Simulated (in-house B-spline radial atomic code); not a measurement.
# Ionising Cd III (Cd2+) with different functionals

Computed with an all-electron radial atomic-structure program (B-spline basis): non-relativistic Hamiltonian, point nucleus, spin-polarised at highest spin, spherical fractional occupations for the functionals, the average over the highest-spin determinants for Hartree-Fock. The ionisation energy is the difference of two self-consistent energies, [Kr] 4d10 → [Kr] 4d9, without Breit or QED terms; ε is the level of the shell that loses the electron (its least bound occupied spin orbital). There is no spin-orbit coupling in this Hamiltonian.

Hybrids are left out here: with spherical fractional occupations of an open shell their exact exchange keeps a self-interaction that integer-occupation calculations don't have.

```tsv
method	rung	ΔSCF (eV)	-ε(4d) (eV)
Hartree-Fock	Hartree-Fock	36.69	38.68
LDA VWN5	LDA	38.57	31.12
LDA PW92	LDA	38.56	31.12
LDA exchange-only	LDA	36.87	29.51
PBE	GGA	38.30	30.85
PBEsol	GGA	?	?
BLYP	GGA	38.19	30.76
RPBE	GGA	38.22	30.77
PW91	GGA	38.39	30.94
BP86	GGA	38.38	30.94
AM05	GGA	38.29	30.84
OLYP	GGA	38.42	30.94
TPSS	meta-GGA	38.23	30.79
SCAN	meta-GGA	38.55	31.16
r2SCAN	meta-GGA	?	?
M06-L	meta-GGA	38.35	30.91
revTPSS	meta-GGA	38.16	30.73
```

Problem. What does PBEsol give?

Solution. ΔSCF 38.29 eV, and -ε(4d) = 30.85 eV.

Problem. What does r2SCAN give?

Solution. ΔSCF 38.59 eV, and -ε(4d) = 31.19 eV.

Problem. How do they compare with the NIST value?

Solution. NIST lists 37.47 eV ± 0.006 (measured, ground level to ground level). Errors run from -0.78 to +1.12 eV. The correlated functionals all miss on the same side by more than they spread, so the cause is common to them (relativity, Breit-QED terms, multiplet and fine-structure energies, or a listed next ion that isn't the cheapest removal here) and closeness doesn't rank the functionals. Hartree-Fock also lacks correlation.
